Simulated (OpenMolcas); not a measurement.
# Rh+: the spin-orbit constant, worked from levels

```
Program             : OpenMolcas 26.06
Basis               : ANO-RCC-VDZP [6s5p3d1f]
Scalar Hamiltonian  : DKH2, point nucleus
Active space        : 8 electrons in 9 orbitals (RAS2 4d 5s; RAS3 5p, at most 2 electrons)
State averaging     : 2S+1 = 3 even, 55 roots; 2S+1 = 5 even, 10 roots kept (CI in the orbitals of an earlier block); 2S+1 = 1 even, 50 roots kept (CI in the orbitals of an earlier block); 2S+1 = 3 odd, 16 roots; 2S+1 = 5 odd, 22 roots kept (CI in the orbitals of an earlier block); 2S+1 = 1 odd, 9 roots kept (CI in the orbitals of an earlier block, 0 in the spin-orbit step)
Spin-orbit coupling : state interaction with AMFI integrals over the reference wave functions, term energies averaged over their components
```

Methods: RASSCF; MS-RASPT2, IPEA 0.25 Eh, imaginary shift 0.1 Eh (closed shells correlated: 4s 4p). Measured levels: NIST Handbook of Basic Atomic Spectroscopic Data.

**The spin-orbit constant.** For the Hund term 3F of d8, E(J) = (A/2) J(J+1) + constant and ζ = -2S·A = -2A. From J = 2 to J = 4 the energy changes by 7 A.

| Source | E(4) - E(2) | A | ζ |
| --- | --- | --- | --- |
| RASSCF | -3980.0 | -568.6 | 1137 |
| MS-RASPT2 | -3771.3 | -538.8 | 1078 |
| measured | -3580.7 | -511.5 | 1023 |

All in cm-1. MS-RASPT2 is off by +5.3 % and RASSCF by +11.2 %. Both methods take the spin-orbit matrix elements from the reference wave functions, so the second can move ζ only through the term energies and any multistate remixing. Second-order mixing with other terms is absorbed into this ζ.

CASPT2 does not keep the components of a term degenerate, so their means are used; among the terms shown or strongly mixed into the levels shown the widest spread is 1200 cm-1 (4d8 3F, MS-RASPT2). Some high roots are left out of the spin-orbit mixing, which shifts the levels that they would mix with. Without dynamic correlation excited terms often stand tens of per cent too high (terms of higher spin than the ground term too low), and those without a measured partner can miss by more than the paired ones (holds for RASSCF). Computed and measured levels are paired by configuration, term and J; levels that our copy of the source lacks, or whose pairing is in doubt (as where it misses far off the trend of its configuration), stay unpaired and out of the deviations. Only configurations of the active space appear.
